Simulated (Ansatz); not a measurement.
## C2H8OSi (SMILES CC[SiH2]O): methods side by side

C2H8OSi has 12 atoms, charge 0, and is taken as a singlet. SMILES: `CC[SiH2]O`. The coordinates come from a PBE0-D4/def2-TZVP relaxation. This is one conformer, not always the lowest.

Quantity: the vertical ionisation energy (to the doublet cation), in eV. The values are calculated.

```json
{"level": "HF/cc-pVDZ", "kind": "Hartree–Fock", "program": "Ansatz", "value (eV)": "9.89", "CPU time (all runs)": "7.5 s"}
{"level": "BLYP/cc-pVDZ", "kind": "GGA", "program": "Ansatz", "value (eV)": "9.44", "CPU time (all runs)": "9.9 s"}
{"level": "PBE/cc-pVDZ", "kind": "GGA", "program": "Ansatz", "value (eV)": "9.56", "CPU time (all runs)": "10 s"}
{"level": "B3LYP/cc-pVDZ", "kind": "global hybrid", "program": "Ansatz", "value (eV)": "9.96", "CPU time (all runs)": "12 s"}
{"level": "PBE0/cc-pVDZ", "kind": "global hybrid", "program": "Ansatz", "value (eV)": "9.99", "CPU time (all runs)": "12 s"}
{"level": "r2SCAN0/cc-pVDZ", "kind": "hybrid meta-GGA", "program": "Ansatz", "value (eV)": "10.11", "CPU time (all runs)": "21 s"}
{"level": "B2PLYP/cc-pVDZ", "kind": "double hybrid", "program": "Ansatz", "value (eV)": "10.07", "CPU time (all runs)": "17 s"}
{"level": "MP2/cc-pVDZ", "kind": "perturbation theory", "program": "Ansatz", "value (eV)": "10.40", "CPU time (all runs)": "8.3 s"}
```

The values span 9.44 to 10.40 eV. Times are those of the runs behind each value, whatever else they computed, on shared processors of several kinds: orders of magnitude only.
